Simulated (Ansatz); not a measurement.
`CB[SiH2][SiH2]F`, charge 0, multiplicity 1.

Task: Give a relaxed structure at PBE0-D4/def2-TZVP (the Gaussian-basis code of Ansatz). (Best estimate.)

Result: Computed: 
Cartesian coordinates in Å:
```
C 0.0916 1.6916 -1.3950
B 0.9569 0.5428 -0.8129
Si 0.2028 -1.2524 -0.3120
Si -0.6539 -0.9698 1.8566
F -1.3376 -2.3255 2.3828
H -0.1162 2.3474 -0.5315
H -0.8719 1.4079 -1.8204
H 0.6383 2.3261 -2.0987
H 2.1027 0.7725 -0.5389
H 1.2077 -2.3509 -0.2607
H -0.9381 -1.6769 -1.1739
H 0.4138 -0.6048 2.8252
H -1.6960 0.0921 1.8794
```
This is one stationary point; other conformers may exist.
